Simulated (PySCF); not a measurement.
CH2Li2, SMILES [Li][CH2][Li].

Coordinates come from a r2SCAN-D4/def2-TZVPD optimisation.

Two levels are set side by side: PBE/def2-TZVPD (PySCF) and B3LYP/def2-TZVPD (PySCF). Same geometry, gas phase. Differences are taken from unrounded values.

```csv
quantity,PBE
orbital gap (eV),1.08
highest occupied level (eV),-2.60
lowest empty level (eV),-1.52
dipole moment (D),4.88
mean polarisability (bohr³),139.6
```

Q: These are the PBE values. What does B3LYP give? (Estimate from the structure and the level; the computed values follow.)

A: 
```json
[
 {"quantity": "orbital gap (eV)", "B3LYP": "2.01", "PBE minus B3LYP": "-0.93"},
 {"quantity": "highest occupied level (eV)", "B3LYP": "-3.24", "PBE minus B3LYP": "0.65"},
 {"quantity": "lowest empty level (eV)", "B3LYP": "-1.24", "PBE minus B3LYP": "-0.28"},
 {"quantity": "dipole moment (D)", "B3LYP": "5.09", "PBE minus B3LYP": "-0.21"},
 {"quantity": "mean polarisability (bohr³)", "B3LYP": "118.9", "PBE minus B3LYP": "20.7"}
]
```

Without exact exchange PBE keeps part of each electron's self-repulsion, which lifts occupied levels and narrows the gap. PBE's more diffuse valence density responds more strongly to a field. Differences between two approximate levels are no errors against the true value.

Rough cost on one machine, each run with all the roots and properties that it gave: B3LYP against PBE within a factor of 2.
